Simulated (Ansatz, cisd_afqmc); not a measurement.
Species: ZrO, charge 0, singlet. ZrO (SMILES [O]=[Zr]).
B3LYP-D3(BJ)/def2-TZVP minimum from Ansatz (an electronic-structure program):
```xyz
2

Zr     0.0000     0.0000    -0.2863
O      0.0000     0.0000     1.4315
```

Total energies in def2-SVP, 10 correlated electrons, 5 frozen orbitals. Open shells are spin-unrestricted; no spin-orbit coupling. Correlated methods leave the cores frozen (noble-gas shells, and filled d and f shells in the p block). Past Kr the def2 sets carry scalar-relativistic core potentials. The Monte Carlo rows (phaseless AFQMC, CISD trial, step 0.005/hartree) carry one-sigma bars that omit the constraint's bias. Outlying blocks are dropped, and bars are widened where a walk drifts. Over all cases where full CI ran beside it in this data, AFQMC minus full CI had a median of +0.1 mEh and passed +0.4 mEh in a tenth of the cases. The T1 diagnostic of OZr ([O]=[Zr], singlet) reaches 0.035 in the sets run. The restricted determinant of OZr ([O]=[Zr], singlet) is unstable towards broken spin symmetry in at least one set run.

```csv
method,program,energy (Eh),minus CCSDTQ (mEh)
HF,Ansatz,-121.27934,309.25
MP2,Ansatz,-121.58214,6.45
CCSD,Ansatz,-121.56920,19.39
CCSD(T),Ansatz,-121.58718,1.41
CCSDT(Q),Ansatz,-121.58865,-0.06
CCSDTQ,Ansatz,-121.58859,0.00
AFQMC/CISD,cisd_afqmc,-121.5879 ± 0.0004,0.6 ± 0.4
```

Rough core times of Ansatz's runs on a shared machine: CCSD(T) under 20 s, CCSDT(Q) under 20 s, CCSDTQ 6 min.
